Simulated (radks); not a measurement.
All-electron atom: the selenium ion Se4+ in [Ar] 3d10 4s2. Method: scalar-relativistic Kohn-Sham, Wu-Cohen GGA, spin-unpolarised, spherical densities, point nucleus; computed with a radial shooting solver on a logarithmic mesh with Libxc functionals. Some entries of the table are withheld. Estimate them.

orbital,occ.,eigenvalue (eV),<r^2> (bohr^2)
1s,2,-12555.33,(1)
2s,2,-1658.734,(2)
2p,6,(3),0.03585
3s,2,(4),(5)
3p,6,-204.3033,0.4063
3d,10,-104.3843,0.4835
4s,2,(6),2.833

Answer. 
(1) 1s <r^2> (bohr^2): 0.002617
(2) 2s <r^2> (bohr^2): 0.04530
(3) 2p eigenvalue (eV): -1465.858
(4) 3s eigenvalue (eV): -264.6888
(5) 3s <r^2> (bohr^2): 0.3790
(6) 4s eigenvalue (eV): -61.8744
